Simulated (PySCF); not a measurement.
Au⁺: excitation energy

Au⁺ [Xe] 4f14 5d10 (1S) → Au⁺ [Xe] 4f14 5d9 6p1 (high-spin determinant), as a difference of total energies. Calculation: PySCF 2.14, in aug-cc-pVTZ-PP with ECP60MDF (6s6p5d3f2g, 88 functions); a scalar-relativistic core potential. Correlated levels: valence: 5s2 5p6 frozen. The calculations carry no spin-orbit coupling.

| method | excitation energy (eV) |
| --- | --- |
| UHF | 8.234 |
| LDA | 9.127 |
| PBE | 8.903 |
| PBE0 | 8.941 |
| r2SCAN | 8.804 |
| TPSSh | 8.856 |
| PW91 | 8.912 |
| B97-3 | 9.170 |
| BP86 | 8.903 |
| MP2 (valence) | 9.398 |
| SCS-MP2 (valence) | 9.405 |

Q: How much does correlation contribute at MP2 (valence)?

A: 9.398 − (8.234) = 1.164 eV, measured against UHF.

The determinant of the upper state mixes LS terms, which raises its energy above the lowest term, most at the Hartree-Fock and MP2 levels.
